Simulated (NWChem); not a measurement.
Species: CdCl cation; SMILES [Cd+][Cl]

All runs: NWChem. All runs use the structure optimised with PBE0/def2-SVP. def2 effective core potentials on Cd; no spin-orbit coupling.

Problem. Among these, which level gives the highest value of “orbital gap (eV)”?
A. MPW1K/def2-SVP
B. LC-wPBE (HJS exchange hole, range parameter 0.4 per bohr)/def2-SVP
C. BHandHLYP/def2-SVP
D. Hartree-Fock/def2-SVP

Solution. D, Hartree-Fock/def2-SVP. Values: MPW1K/def2-SVP 5.04; BHandHLYP/def2-SVP 5.41; LC-wPBE (HJS exchange hole, range parameter 0.4 per bohr)/def2-SVP 8.36; Hartree-Fock/def2-SVP 9.45
